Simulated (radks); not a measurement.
The numbers below are computed, except where a source is named.
Spherical quantum dot in the effective-mass picture: electrons in a well V = -V0 / (1 + exp((r - R)/a)) with V0 = 22.3, R = 1.92, a = 0.16, all in effective atomic units (hartree* = m*/eps^2 hartree, bohr* = eps/m* bohr), one dielectric constant everywhere. Level of theory: non-relativistic Kohn-Sham, PBEsol, spin-polarised, spherical densities (a radial shooting solver with Libxc functionals). Levels are named by radial order and angular momentum (1s, 1p, 1d, 2s, ...), and open shells are averaged over m. Results are scaled to m* = 0.273 and eps = 17.1, for which hartree* = 25.41 meV and bohr* = 3.315 nm. Each electron was tried in the lowest free levels, single moves between levels near the top were tried too, and the lowest total energy was kept; such a search can miss a lower state. The series stops at N = 19: beyond it a trial failed or the search could not be trusted, so later rows were left out. At N = 1 the Hartree and exchange-correlation terms need not cancel, so that row can carry a self-interaction error.

\begin{tabular}{lrrrrrrr}
N & open shells & 2S & E (meV) & mu = E(N) - E(N-1) (meV) & addition energy mu(N+1) - mu(N) (meV) & e(HOMO) (meV) & rms radius (nm) \\ \hline
1 & 1s(up 1, down 0) & 1 & -526.382 & -526.38 & 23.13 & -517.61 & 3.259 \\
2 & none & 0 & -1029.63 & -503.25 & 53.26 & -494.51 & 3.352 \\
3 & 1p(up 1, down 0) & 1 & -1479.62 & -449.99 & 17.18 & -441.54 & 3.585 \\
4 & 1p(up 2, down 0) & 2 & -1912.44 & -432.82 & 17.66 & -424.02 & 3.712 \\
5 & 1p(up 3, down 0) & 3 & -2327.60 & -415.16 & 23.02 & -406.27 & 3.799 \\
6 & 1p(up 3, down 1) & 2 & -2719.74 & -392.14 & 16.63 & -383.95 & 3.870 \\
7 & 1p(up 3, down 2) & 1 & -3095.25 & -375.51 & 17.08 & -367.01 & 3.927 \\
8 & none & 0 & -3453.68 & -358.43 & 57.49 & -349.83 & 3.976 \\
9 & 1d(up 1, down 0) & 1 & -3754.62 & -300.94 & 16.12 & -292.90 & 4.050 \\
10 & 1d(up 2, down 0) & 2 & -4039.43 & -284.81 & 16.21 & -276.72 & 4.112 \\
11 & 1d(up 3, down 0) & 3 & -4308.04 & -268.60 & 16.24 & -260.49 & 4.165 \\
12 & 1d(up 4, down 0) & 4 & -4560.40 & -252.36 & 16.25 & -244.24 & 4.211 \\
13 & 1d(up 5, down 0) & 5 & -4796.52 & -236.12 & 20.89 & -228.00 & 4.253 \\
14 & 1d(up 5, down 1) & 4 & -5011.74 & -215.23 & 15.70 & -207.40 & 4.292 \\
15 & 1d(up 5, down 2) & 3 & -5211.27 & -199.53 & 15.79 & -191.64 & 4.327 \\
16 & 1d(up 5, down 3) & 2 & -5395.01 & -183.74 & 15.83 & -175.83 & 4.359 \\
17 & 1d(up 5, down 4) & 1 & -5562.92 & -167.91 & 15.84 & -159.99 & 4.389 \\
18 & none & 0 & -5715.00 & -152.07 & 52.90 & -144.16 & 4.418 \\
19 & 2s(up 1, down 0) & 1 & -5814.18 & -99.177 & - & -89.887 & 4.419 \\
\end{tabular}

All shells are closed at N = 2, 8, 18 (there: 1s2 1p6 1d10); the second difference of the energy has clear peaks (12 % above both neighbours; the first and last values, which can be the largest, are not judged, and half-filled shells can peak too) at N = 2, 5, 8, 13.
